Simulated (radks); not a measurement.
Values are calculated unless marked as measured or tabulated.
Task: Ir39+, 38 electrons, occupied as [Kr] 4d2 (the NIST ground configuration). Level of theory: Dirac Kohn-Sham, relativistic LDA (MacDonald-Vosko exchange, VWN5 correlation), spin-unpolarised, spherical densities, finite nucleus; open shells fill j = l - 1/2 first; Fermi nuclear charge, rms radius 5.4032 fm (a radial shooting solver on a logarithmic mesh with Libxc functionals). Some entries of the table are withheld. Estimate them.

orbital,occ.,eigenvalue (eV),<1/r> (bohr^-1),r(max) (bohr)
1s1/2,2,-77185.18,91.68,0.01088
2s1/2,2,(1),22.47,0.06277
2p1/2,2,-14409.62,22.43,0.04638
2p3/2,4,-12803.15,18.54,0.05350
3s1/2,2,-4783.396,8.350,0.1757
3p1/2,2,-4543.375,8.267,0.1640
3p3/2,4,-4182.147,7.260,0.1782
3d3/2,4,(2),7.150,0.1387
3d5/2,6,(3),6.917,0.1426
4s1/2,2,-2155.745,3.940,0.3775
4p1/2,2,(4),3.868,0.3728
4p3/2,4,(5),3.528,0.3961
4d3/2,2,-1771.929,3.411,0.3792
4d5/2,0,-1747.686,3.333,0.3857
5s1/2,0,(6),2.252,0.6814
5p1/2,0,-1169.317,2.210,0.6862
5p3/2,0,-1120.939,2.064,0.7185

Result: 
(1) 2s1/2 eigenvalue (eV): -14950.09
(2) 3d3/2 eigenvalue (eV): -3784.763
(3) 3d5/2 eigenvalue (eV): -3705.696
(4) 4p1/2 eigenvalue (eV): -2052.023
(5) 4p3/2 eigenvalue (eV): -1939.085
(6) 5s1/2 eigenvalue (eV): -1218.547
